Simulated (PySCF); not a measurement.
**Deuteron quadrupole couplings in `C#C[P@](=C)(C)CCC`**

Compound: C7H13P.
Atom-mapped SMILES: `[CH:1]#[C:2][P@:3](=[CH2:4])([CH3:5])[CH2:6][CH2:7][CH3:8]` (hydrogens: H9 on C1; H10, H11 on C4; H12, H13, H14 on C5; H15, H16 on C6; H17, H18 on C7; H19, H20, H21 on C8)

Structure used (GFN2-xTB), in Å, numbered top down from 1:
```
atom  x, y, z in Å
C1    -0.6762    1.3673   -2.4637
C2    -0.7234    0.6382   -1.5093
P3    -0.8119   -0.4888   -0.1532
C4    -0.1497   -1.9726   -0.6531
C5    -2.5462   -0.0292    0.4231
C6     0.1620    0.2530    1.2158
C7     1.6500   -0.0493    1.1133
C8     2.2655    0.5987   -0.1168
H9    -0.6264    2.0111   -3.2935
H10   -0.7105   -2.3966   -1.4836
H11   -0.0814   -2.6704    0.1800
H12   -2.6450    1.0353    0.6264
H13   -3.2505   -0.3097   -0.3605
H14   -2.7829   -0.5976    1.3232
H15   -0.0191    1.3329    1.2107
H16   -0.2496   -0.1529    2.1470
H17    1.7900   -1.1296    1.0526
H18    2.1511    0.3102    2.0167
H19    1.8017    0.1879   -1.0113
H20    3.3342    0.4031   -0.1590
H21    2.1094    1.6759   -0.1054
```

Level: PBE0/pcSseg-1 (PySCF, non-relativistic); Q(2H) = 0.00286 b; rigid geometry, the same for H and D, with no vibrational averaging.

Question: Rank these positions by the coupling χzz of a deuteron there, largest first.
A. H17 (methylene hydrogen)
B. H10 (hydrogen on carbon)
C. H20 (methyl hydrogen)
D. H9 (alkyne hydrogen)
E. H13 (methyl hydrogen)

Answer: D (261 kHz), B (223 kHz), C (214 kHz), E (209 kHz), A (202 kHz).

Q: Give the electric field gradient Vzz (the principal value of largest size), its asymmetry and the 2H coupling at each hydrogen.

A: 
```csv
atom,bonded to,bond length (Å),Vzz (au),η,χzz (kHz)
H9,C1,1.051,0.3885,0.01,261
H10,C4,1.088,0.3314,0.13,223
H11,C4,1.089,0.3307,0.14,222
H12,C5,1.088,0.3168,0.00,213
H13,C5,1.090,0.3115,0.01,209
H14,C5,1.091,0.3125,0.01,210
H15,C6,1.095,0.2989,0.02,201
H16,C6,1.096,0.2993,0.03,201
H17,C7,1.091,0.3006,0.05,202
H18,C7,1.094,0.3024,0.03,203
H19,C8,1.088,0.3041,0.05,204
H20,C8,1.087,0.3181,0.02,214
H21,C8,1.089,0.3147,0.03,211
```

Q: How does χzz go with the bond length over the 13 C–H bonds?

A: A straight-line fit has a slope of -13.6 kHz for each 0.01 Å, with a correlation coefficient of -0.94, over lengths from 1.051 to 1.096 Å. The longer bonds have the smaller couplings here.

Q: Give the 2H NMR doublet splittings at H21 for a magnetic field along the z, y and x axes of the gradient: 3χ/2, 3χ(1 + η)/4, 3χ(1 − η)/4.

A: With |χ| = 211.5 kHz and η = 0.032: 317, 164 and 154 kHz, to first order and without motion.

The structure is a single GFN2-xTB conformer in the gas phase; no vibrational or solvent corrections. GFN2-xTB bond lengths can be off by several hundredths of an ångström, more for odd bonds, and the gradients follow them. These gradients aren't converged with respect to the basis.

These values come from a run that also computed NMR shieldings. On one thread, Arm Neoverse N1 (aarch64), shared host with 64 logical CPUs at a one-minute load of 54, this took 87 s of wall time (with the writing of density and orbital grids) and 1.0 GiB of memory at its peak.
